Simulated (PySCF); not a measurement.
## Atomic charges against the basis set

Compound: BH5O3Si.
Bonds: O1–B2, B2–O3, B2–O4, O4–Si5. Hydrogens: H6 on O1; H7 on O3; H8, H9, H10 on Si5.

PBE0 throughout (PySCF), one geometry, spherical d and f functions. Isolated species at its PBE0-D3(BJ)/def2-SVP geometry (one conformer only). Atoms taken as equivalent share a column and are averaged.

Mulliken charges (e):

| basis | functions | O1/O3 | B2 | O4 | Si5 | H6/H7 | H8/H9/H10 |
| --- | --- | --- | --- | --- | --- | --- | --- |
| STO-3G | 34 | -0.350 | +0.381 | -0.422 | +0.666 | +0.220 | -0.121 |
| 6-31G | 59 | -0.643 | +0.796 | -0.788 | +0.810 | +0.406 | -0.115 |
| pcSseg-0 | 59 | -0.673 | +0.909 | -0.876 | +0.766 | +0.400 | -0.085 |
| 6-31G* | 84 | -0.623 | +0.629 | -0.577 | +0.565 | +0.434 | -0.080 |
| cc-pVDZ | 99 | -0.139 | +0.040 | -0.329 | +0.432 | +0.159 | -0.061 |
| def2-SVP | 99 | -0.183 | +0.075 | -0.389 | +0.562 | +0.194 | -0.090 |
| aug-cc-pVDZ | 164 | -0.431 | +0.676 | -0.682 | -0.225 | +0.182 | +0.243 |
| 6-311+G(2d,p) | 173 | -0.774 | +1.571 | -1.151 | +0.681 | +0.320 | -0.064 |
| def2-TZVP | 191 | -0.433 | +0.353 | -0.380 | +0.307 | +0.335 | -0.028 |
| cc-pVTZ | 224 | -0.278 | +0.174 | -0.261 | +0.303 | +0.222 | -0.035 |
| IGLO-III | 234 | -0.582 | +0.828 | -0.672 | +0.923 | +0.301 | -0.173 |

IAO charges (e):

| basis | functions | O1/O3 | B2 | O4 | Si5 | H6/H7 | H8/H9/H10 |
| --- | --- | --- | --- | --- | --- | --- | --- |
| STO-3G | 34 | -0.403 | +0.397 | -0.518 | +0.782 | +0.267 | -0.130 |
| 6-31G | 59 | -0.561 | +0.574 | -0.628 | +0.702 | +0.373 | -0.091 |
| pcSseg-0 | 59 | -0.537 | +0.542 | -0.623 | +0.704 | +0.362 | -0.091 |
| 6-31G* | 84 | -0.572 | +0.629 | -0.670 | +0.840 | +0.369 | -0.131 |
| cc-pVDZ | 99 | -0.566 | +0.607 | -0.662 | +0.831 | +0.372 | -0.129 |
| def2-SVP | 99 | -0.562 | +0.600 | -0.661 | +0.851 | +0.370 | -0.135 |
| aug-cc-pVDZ | 164 | -0.587 | +0.622 | -0.671 | +0.833 | +0.384 | -0.126 |
| 6-311+G(2d,p) | 173 | -0.590 | +0.631 | -0.683 | +0.867 | +0.385 | -0.135 |
| def2-TZVP | 191 | -0.589 | +0.637 | -0.687 | +0.878 | +0.383 | -0.138 |
| cc-pVTZ | 224 | -0.588 | +0.635 | -0.682 | +0.863 | +0.382 | -0.135 |
| IGLO-III | 234 | -0.592 | +0.635 | -0.686 | +0.876 | +0.385 | -0.137 |

Hirshfeld charges (e):

```
        basis  functions   O1/O3      B2      O4     Si5   H6/H7  H8/H9/H10
       STO-3G         34  -0.210  +0.196  -0.261  +0.451  +0.142     -0.084
        6-31G         59  -0.267  +0.266  -0.305  +0.391  +0.191     -0.067
     pcSseg-0         59  -0.275  +0.268  -0.298  +0.416  +0.193     -0.074
       6-31G*         84  -0.259  +0.268  -0.276  +0.370  +0.187     -0.073
      cc-pVDZ         99  -0.256  +0.264  -0.267  +0.380  +0.183     -0.077
     def2-SVP         99  -0.264  +0.275  -0.270  +0.388  +0.185     -0.078
  aug-cc-pVDZ        164  -0.265  +0.289  -0.286  +0.391  +0.179     -0.074
6-311+G(2d,p)        173  -0.267  +0.293  -0.290  +0.395  +0.181     -0.075
    def2-TZVP        191  -0.268  +0.292  -0.282  +0.386  +0.183     -0.075
      cc-pVTZ        224  -0.266  +0.291  -0.278  +0.383  +0.182     -0.075
     IGLO-III        234  -0.269  +0.294  -0.281  +0.382  +0.180     -0.073
```

Some averages cover members that differ in this geometry, most widely: O1/O3, Mulliken in aug-cc-pVDZ -0.488 to -0.373; H8/H9/H10, Mulliken in aug-cc-pVDZ +0.232 to +0.263 e.

Problem. Which scheme is steadiest as the basis changes?

Solution. Largest range over the bases for any column: Hirshfeld 0.10 e, IAO 0.24 e, Mulliken 1.53 e. Hirshfeld charges move least and Mulliken charges most, counted in e. Without the minimal STO-3G basis the ranges are Hirshfeld 0.05, IAO 0.18, Mulliken 1.53 e.

Problem. How much do the charges still move between the two largest bases, cc-pVTZ and IGLO-III?

Solution. At most, over all atoms: Mulliken 0.655 e, IAO 0.012 e, Hirshfeld 0.004 e.

Problem. What do the same runs give for the total energy, the frontier levels and the dipole moment?

Solution. 
```json
{"basis": "STO-3G", "energy (Eh)": "-536.0089", "HOMO (eV)": "-4.64", "LUMO (eV)": "6.47", "μ (D)": "0.42"}
{"basis": "6-31G", "energy (Eh)": "-542.6550", "HOMO (eV)": "-8.71", "LUMO (eV)": "0.55", "μ (D)": "0.34"}
{"basis": "pcSseg-0", "energy (Eh)": "-541.8618", "HOMO (eV)": "-8.82", "LUMO (eV)": "0.78", "μ (D)": "0.43"}
{"basis": "6-31G*", "energy (Eh)": "-542.7786", "HOMO (eV)": "-8.70", "LUMO (eV)": "0.66", "μ (D)": "0.70"}
{"basis": "cc-pVDZ", "energy (Eh)": "-542.8215", "HOMO (eV)": "-8.69", "LUMO (eV)": "0.73", "μ (D)": "0.70"}
{"basis": "def2-SVP", "energy (Eh)": "-542.5355", "HOMO (eV)": "-8.79", "LUMO (eV)": "0.80", "μ (D)": "0.71"}
{"basis": "aug-cc-pVDZ", "energy (Eh)": "-542.8488", "HOMO (eV)": "-8.92", "LUMO (eV)": "-0.41", "μ (D)": "0.59"}
{"basis": "6-311+G(2d,p)", "energy (Eh)": "-542.9153", "HOMO (eV)": "-8.97", "LUMO (eV)": "-0.30", "μ (D)": "0.62"}
{"basis": "def2-TZVP", "energy (Eh)": "-542.9402", "HOMO (eV)": "-8.94", "LUMO (eV)": "0.13", "μ (D)": "0.70"}
{"basis": "cc-pVTZ", "energy (Eh)": "-542.9312", "HOMO (eV)": "-8.90", "LUMO (eV)": "0.35", "μ (D)": "0.69"}
{"basis": "IGLO-III", "energy (Eh)": "-542.9470", "HOMO (eV)": "-8.95", "LUMO (eV)": "0.18", "μ (D)": "0.65"}
```

The dipole is fixed by the density alone, so its range of 0.37 D shows that the density itself changes with the basis, not only its division among atoms.
